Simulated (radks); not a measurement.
The numbers below are computed, except where a source is named.
Initial-state core-level shifts of the xenon ion Xe2+ when its valence configuration changes from [Kr] 4d10 5s2 5p4. Code: a radial shooting solver on a logarithmic mesh with Libxc functionals. Model: scalar-relativistic Kohn-Sham, BLYP, spin-polarised, spherical densities, finite nucleus; open shells are filled with parallel spins first (spin-orbit coupling, left out, can overturn this in heavy ions); Fermi nuclear charge, rms radius 4.7859 fm. Shifts are changes of the shell-averaged eigenvalues in eV (positive: less bound); the change of the density at the nucleus, which sets a Mossbauer isomer shift, is in e/bohr^3, on a base of 2.808e+05.

| valence | 1s | 2s | 3p | 4p | density at nucleus |
|---|---|---|---|---|---|
| 4d9 5s2 5p5 | -10.404 | -11.044 | -10.387 | -8.096 | +30.65 |
| 4d10 5s1 5p5 | -1.396 | -1.388 | -1.409 | -1.357 | -95.15 |
| 4d10 5p6 | -2.823 | -2.806 | -2.846 | -2.738 | -192.82 |
| 4d9.5 5s1.5 5p5 | -5.868 | -6.179 | -5.871 | -4.726 | -33.85 |
| 4d8 5s2 5p6 | -20.969 | -22.300 | -20.899 | -16.090 | +62.32 |
| 4d8.5 5s1.5 5p6 | -16.322 | -17.302 | -16.294 | -12.740 | -6.04 |
| 4d9.5 5s1 5p5.5 | -6.547 | -6.856 | -6.559 | -5.385 | -83.31 |
